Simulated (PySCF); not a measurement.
# Polarisability and C₆ of N⁺ (nitrogen, charge +1)

[He] 2s2 2p2, high-spin 3P determinant. Computed with PySCF 2.14 in aug-cc-pVTZ with one added diffuse shell each of s, p, d, f type (6s5p4d3f, 62 functions), with no relativity, point nucleus. Coupled (time-dependent) response in atomic units; α is the mean over directions.

| method | mean α (bohr³) | α xx, yy, zz | C₆ (like pair) | S(−4) |
| --- | --- | --- | --- | --- |
| UHF | 3.935 | 4.001, 3.901, 3.901 | 8.272 | 13.35 |
| PBE | 3.926 | 3.936, 3.921, 3.921 | 8.546 | 10.39 |
| PBE0 | 3.877 | 3.906, 3.863, 3.863 | 8.362 | 10.45 |
| B97-3 | 3.780 | 3.820, 3.760, 3.760 | 8.117 | 9.524 |
| MN15 | 3.894 | 3.832, 3.925, 3.925 | 8.215 | 11.06 |

S(−4) is the Cauchy moment in α(ω) = α(0) + S(−4) ω² + …

α(iu) at MN15:

```
u (hartree)  α(iu) (bohr³)
          0          3.894
     0.0500          3.867
      0.100          3.788
      0.200          3.518
      0.300          3.173
      0.500          2.500
      0.750          1.855
       1.00          1.409
       1.50         0.8749
       2.00         0.5897
       3.00         0.3172
       5.00         0.1346
```

A single London oscillator, α(iu) = α/(1 + u²/ω²), gives C₆ = (3/4) ω α². Matching the computed C₆ needs ω = 4 × 8.215 / (3 × 3.894²) = 0.722 hartree.

For an ion, C₆ is the dispersion term alone; charge-induced terms of lower order in 1/R come first.

The components differ because the open shell of this determinant is not spherical; for a pure term their mean is the scalar polarisability.
